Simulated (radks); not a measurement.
The numbers below are computed, except where a source is named.
Eu3+, 60 electrons, occupied as [Xe] 4f(up 6, down 0). Level of theory: scalar-relativistic Kohn-Sham, PBE, spin-polarised, spherical densities, finite nucleus; Fermi nuclear charge, rms radius 5.1115 fm (a radial shooting solver on a logarithmic mesh with Libxc functionals).

Local quantities along the radius. ELF = 1/(1 + alpha^2) is the electron localisation function; alpha = (tau - tau_W)/tau_unif compares the Pauli kinetic energy density with that of the uniform gas (summed over spins). tau is taken from the large components.

```
   r/bohr * ELF (the largest magnitude, 0.999, reaches the edge; | marks zero)
 0.001603 |                                                      *
  0.00212 |                                                      *
 0.002783 |                                                      *
 0.003683 |                                                      *
 0.004873 |                                                      *
 0.006396 |                                                      *
 0.008462 |                                                      *
   0.0112 |                                                     *
  0.01481 |                                                  *
  0.01945 |                                        *
  0.02573 |                       *
  0.03404 |                 *
  0.04504 |                          *
  0.05912 |                                      *
  0.07823 |                                      *
   0.1035 |                       *
   0.1369 |                   *
   0.1798 |                                   *
   0.2378 |                                       *
   0.3147 |                 *
   0.4131 |                  *
   0.5465 |                                       *
   0.7231 |                                 *
   0.9568 |                 *
    1.256 |                          *
    1.662 |                                     *
    2.199 |                           *
    2.909 |     *
    3.818 *
    5.052 *
```

On this mesh the ELF has minima near r = 0.034, 0.12, 0.36, 0.96 bohr, which separate the shells, and maxima near 0.068 (0.75), 0.21 (0.74), 0.55 (0.72), 1.7 (0.69).
